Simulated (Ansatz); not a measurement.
Consider the formal exchange of groups at the Si–C bond: `FC[SiH](F)[AlH2]` + GeH₄ → `F[SiH]([AlH2])[GeH3]` + `CF`.

Computed with Ansatz on PBE0-D4/def2-TZVP structures; ΔE is electronic, products minus reactants. CBS: MP2 limit from def2 TZ/QZ plus the TZ coupled-cluster correction, frozen cores. This one scheme is used for every species. For Ge outer-core shells are correlated without core-valence functions, which leaves a few kJ/mol of doubt a bond. Scalar relativity is left out up to krypton. Each species was taken in one conformer, which may not be the lowest.

```csv
species,MP2/def2-SVP energy (Eh)
`FC[SiH](F)[AlH2]`,-770.82967
GeH₄,-2077.66272
`F[SiH]([AlH2])[GeH3]`,-2709.24441
`CF`,-139.26145
```

Q: Work out ΔE.

A: ΔE = (-2709.24441) + (-139.26145) − (-770.82967) − (-2077.66272) = -0.01347 Eh = -0.37 eV. CCSD(T)/CBS gives -0.40 eV.

Largest T1 diagnostic among the species: 0.012.

In def2-TZVPP, CCSD(T) changes the Hartree–Fock value by −0.05 eV (the triples alone add −0.00 eV) and MP2 by −0.05 eV. Leaving LDA and LC-ωPBE aside and taking each functional with its dispersion term where it has one, the values, not all of them listed here, spread over 0.11 eV, from HSE06-D4 to CAM-B3LYP-D4. LDA lies +0.06 eV from PBE without D4.
